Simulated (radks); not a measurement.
Species: Ho XLVIII. Configuration: [Ar] 3d2.

All-electron calculation, non-relativistic Kohn-Sham, LB94 model potential, spin-polarised, spherical densities, point nucleus; open shells are filled with parallel spins first (spin-orbit coupling, left out, can overturn this in heavy ions); relativity is left out, which matters for an element this heavy. Program: a radial shooting solver on a logarithmic mesh with Libxc functionals.

Energy parts (eV):
kinetic: 275615.16
electron-nucleus: -585671.06
Hartree: 38873.00
(The LB94 potential has no energy functional, so no total or exchange-correlation energy is given.)

Orbitals (lengths in bohr, moments of r in powers of bohr; <r^-3> diverges for s and p1/2; r(max) is where P^2 peaks):
| orbital | occ. | eigenvalue (eV) | <1/r> | <r^-3> | r(max) |
|---|---|---|---|---|---|
| 1s down | 1 | -54904.04 | 66.50 | - | 0.01501 |
| 1s up | 1 | -54903.69 | 66.50 | - | 0.01501 |
| 2s up | 1 | -11232.26 | 15.64 | - | 0.08172 |
| 2s down | 1 | -11231.55 | 15.65 | - | 0.08171 |
| 2p down | 3 | -10875.85 | 15.65 | 10550 | 0.06355 |
| 2p up | 3 | -10875.46 | 15.65 | 10550 | 0.06355 |
| 3s up | 1 | -4334.271 | 6.355 | - | 0.2181 |
| 3s down | 1 | -4322.489 | 6.342 | - | 0.2183 |
| 3p up | 3 | -4190.433 | 6.321 | 2563 | 0.2048 |
| 3p down | 3 | -4177.897 | 6.312 | 2555 | 0.2049 |
| 3d up | 2 | -3956.496 | 6.239 | 457.3 | 0.1590 |
| 3d down | 0 | -3944.664 | 6.242 | 458.5 | 0.1588 |

The highest occupied level is 3d up at -3956.5 eV. The spin density at the nucleus is 1.61 e/bohr^3 (1s 1.14, 2s -11.48, 3s 11.95). The density falls to 0.001 e/bohr^3 at r = 0.68 bohr. Summed over all electrons, <r^2> = 0.6048 bohr^2, which gives a Langevin (diamagnetic) susceptibility term of -0.479 x 10^-6 cm^3/mol. The electron density at the nucleus is 2.145e+05 e/bohr^3. For comparison, the ionisation energy in NIST's Atomic Spectra Database is 4009 eV (theoretical). In exact Kohn-Sham theory the highest level is minus the ionisation energy, but local and semilocal functionals leave it too shallow, through self-interaction and a potential that decays too fast; potentials with the right tail come closer. Spin moment in Bohr magnetons: 2.
